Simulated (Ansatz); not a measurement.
Two isomers of C3H5BClF: A = `FC1(Cl)CBC1`, B = `C=C(C)B(F)Cl`.

Computed with Ansatz on PBE0-D4/def2-TZVP structures; ΔE is electronic, products minus reactants. CCSD(T)/CBS is the MP2 limit (def2-TZVPP, def2-QZVPP) plus CCSD(T) − MP2 in def2-TZVPP, frozen cores. Functionals use def2-TZVPP. B3LYP here is the variant with VWN-RPA as its local correlation; programs differ in this. Each species was taken in one conformer, which may not be the lowest.

A:

Z-matrix (Å, degrees):
```
C
Cl 1 1.790
C 1 1.530 2 110.8
C 1 1.530 2 110.8 3 -103.0
F 1 1.360 2 107.6 3 128.5
B 3 1.578 1 85.3 2 -97.0
H 3 1.099 1 108.1 2 155.3
H 3 1.088 1 118.8 2 30.7
H 4 1.088 1 118.8 2 -30.7
H 4 1.099 1 108.1 2 -155.3
H 6 1.190 3 134.8 1 161.5
```

B:

Z-matrix (Å, degrees):
```
C
C 1 1.498
H 1 1.093 2 111.0
H 1 1.093 2 111.0 3 118.0
H 1 1.091 2 111.4 3 -121.0
B 2 1.548 1 120.7 3 -58.9
C 2 1.337 1 122.2 3 121.1
F 6 1.321 2 121.4 1 179.9
Cl 6 1.759 2 122.0 1 -0.1
H 7 1.084 2 121.4 1 180.0
H 7 1.087 2 121.8 1 -0.0
```

(1) Which is lower in electronic energy at CCSD(T)/CBS, and by how much? (Best estimate.)

(2) Give E(B) − E(A) in kcal/mol with r2SCAN-D4, CCSD(T)/def2-TZVPP, B2PLYP, PBE0-D4, ωB97M-V, B3LYP-D4, HF/def2-TZVPP. (An estimate is asked.)

Largest T1 diagnostic: 0.012.

Results:

(1) The calculation gave: B, by 84.2 kcal/mol.

(2) Ansatz gave: r2SCAN-D4 -82.8, CCSD(T)/def2-TZVPP -85.1, B2PLYP -86.4, PBE0-D4 -79.6, ωB97M-V -81.3, B3LYP-D4 -85.9, HF/def2-TZVPP -89.3. None reverses the order clearly.

In def2-TZVPP, CCSD(T) changes the Hartree–Fock value by +4.2 kcal/mol (the triples alone add +0.1 kcal/mol) and MP2 by +4.0 kcal/mol.
